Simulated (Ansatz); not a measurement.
`N[SiH](O)[SiH2]F` + `C#CN(C)CN` → `C#CN(C)[SiH2]F` + `NC[SiH](N)O`  (formal exchange of groups at the Si–Si bond)

Gas-phase electronic energies from Ansatz, PBE0-D4/def2-TZVP geometries. CBS: MP2 limit from def2 TZ/QZ plus the TZ coupled-cluster correction, frozen cores. Functionals use def2-TZVPP. B3LYP here is the variant with VWN-RPA as its local correlation; programs differ in this. One conformer a species, not always the lowest.

| level | ΔE (kJ/mol) | difference from CCSD(T)/CBS |
| --- | --- | --- |
| PBE-D4 | -96.3 | 25.7 |
| r2SCAN-D4 | -111.7 | 10.3 |
| PBE0-D4 | -105.2 | 16.8 |
| B3LYP-D4 | -115.1 | 6.9 |
| ωB97X-V | -113.4 | 8.6 |
| ωB97M-V | -123.9 | -1.9 |
| B2PLYP | -119.7 | 2.3 |
| PBE | -95.2 | 26.8 |
| r2SCAN | -111.5 | 10.5 |
| PBE0 | -104.4 | 17.6 |
| B3LYP | -113.2 | 8.8 |
| HF/def2-TZVPP | -127.8 | -5.8 |
| MP2/def2-TZVPP | -128.5 | -6.5 |
| SCS-MP2/def2-TZVPP | -127.1 | -5.1 |
| CCSD/def2-TZVPP | -123.2 | -1.2 |
| CCSD(T)/def2-TZVPP | -120.5 | 1.5 |
| HF/def2-QZVPP | -129.3 | -7.3 |
| MP2/def2-QZVPP | -129.9 | -7.9 |
| SCS-MP2/def2-QZVPP | -128.5 | -6.5 |
| HF/CBS(def2) | -129.5 | -7.5 |
| MP2/CBS(def2) | -129.9 | -7.9 |
| CCSD/CBS(def2) | -124.7 | -2.7 |
| CCSD(T)/CBS | -122.0 | 0 |

Largest T1 diagnostic among the species: 0.012.

From PBE to PBE0 (25 % exact exchange), in def2-TZVPP and without D4, ΔE moves by −9.1 kJ/mol.
